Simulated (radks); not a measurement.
Species: Rh1.3+. Configuration: [Kr] 4d7.7 (fractional occupations, a model configuration).

Method: Dirac Kohn-Sham, LDA (Slater exchange, Perdew-Wang correlation), spin-unpolarised, spherical densities, finite nucleus; open shells are shared between the two j in proportion to 2j + 1; Fermi nuclear charge, rms radius 4.4945 fm; computed with a radial shooting solver on a logarithmic mesh with Libxc functionals.

Energy parts (hartree):
| part | energy |
|---|---|
| total | -4779.86791 |
| kinetic | 4981.61253 |
| electron-nucleus | -11558.10523 |
| Hartree | 1930.44258 |
| exchange-correlation | -133.81779 |

Orbitals (lengths in bohr, moments of r in powers of bohr; r(90%) holds 90 % of the orbital's charge):
orbital,occ.,eigenvalue (hartree),r(90%)
1s1/2,2,-845.4957,0.0586
2s1/2,2,-122.9396,0.219
2p1/2,2,-113.9344,0.197
2p3/2,4,-108.6282,0.204
3s1/2,2,-22.29755,0.577
3p1/2,2,-18.76863,0.579
3p3/2,4,-17.85543,0.595
3d3/2,4,-11.58118,0.586
3d5/2,6,-11.40089,0.591
4s1/2,2,-3.45466,1.43
4p1/2,2,-2.37857,1.57
4p3/2,4,-2.23293,1.62
4d3/2,3.08,-0.64494,2.41
4d5/2,4.62,-0.62956,2.44

The highest occupied level is 4d5/2 at -17.131 eV. Summed over all electrons, <r^2> = 34.88 bohr^2, which gives a Langevin (diamagnetic) susceptibility term of -27.6 x 10^-6 cm^3/mol. The density falls to 0.001 e/bohr^3 at r = 3.64 bohr.
